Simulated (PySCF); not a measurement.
C2H6Se, charge +1, doublet, at a GFN2-xTB geometry (a state made from the parent by changing its charge; the spin is typed, not shown lowest). Base run: HF/def2-SVP run with PySCF.

Here is a job for PySCF.
```python
from pyscf import gto, scf

mol = gto.M(
    atom='''
C     1.436470   -0.331923    0.772336
Se    0.017764    0.164309   -0.425847
C    -1.497411   -0.231766    0.688597
H     1.393350   -1.403507    0.971916
H     2.392745   -0.089717    0.313587
H     1.333710    0.202497    1.716881
H    -1.448497   -1.264247    1.034894
H    -2.410755   -0.076873    0.118171
H    -1.498872    0.427462    1.557735
''',
    basis='def2-svp',
    charge=1,
    spin=1,
    verbose=4,
    symmetry=True,
)

mf = scf.UHF(mol)
mf.kernel()
mf.analyze()
```

The base run was repeated with changes; each row names its change, and settings that it needs were set with it.

```csv
change,ΔE vs base (mEh),point group used,SCF cycles
base,0.000,C2,12
"irrep_nelec = A:(15, 14) B:(11, 11)",323.8,C2,14
symmetry = off,0.000,C1,12
"irrep_nelec = A:(13, 14) B:(13, 11)",337.9,C2,12
```

Open shells are given as the SCF converged; they aren't shown to be the lowest states, and a large step between rows can be another state.
